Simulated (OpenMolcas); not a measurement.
Yb3+ among 2 point charges of -1 e arranged as a linear pair (D∞h).

* Program: OpenMolcas
* Method: SS-CASPT2, IPEA 0.25 Eh, imaginary shift 0.1 Eh (closed shells correlated: 5s 5p)
* Basis: ANO-RCC-VDZP [7s6p4d2f1g]
* Scalar Hamiltonian: DKH2, point nucleus
* Active space: 13 electrons in 7 orbitals (4f)
* State averaging: 2S+1 = 2 odd, 7 roots
* Spin-orbit coupling: RASSI with atomic mean-field integrals over the reference wave functions

All point charges move together. At R = 2.48 Å the width of the lowest J multiplet is 1472 cm-1, and at R = 2.7 Å it is 1134 cm-1.

Problem. A third run gives 865 cm-1. What distance was it run at?

Solution. With a power law R^-n the two known points give n = -ln(1134 / 1472) / ln(2.7 / 2.48) = 3.07. Then R = 2.48 × (1472 / 865)^(1/3.07) = 2.949 Å. The run was at 2.95 Å, so the estimate is off by -0.001 Å.

This is an electrostatic model: the charges have no orbitals. No measured value stands beside these numbers.
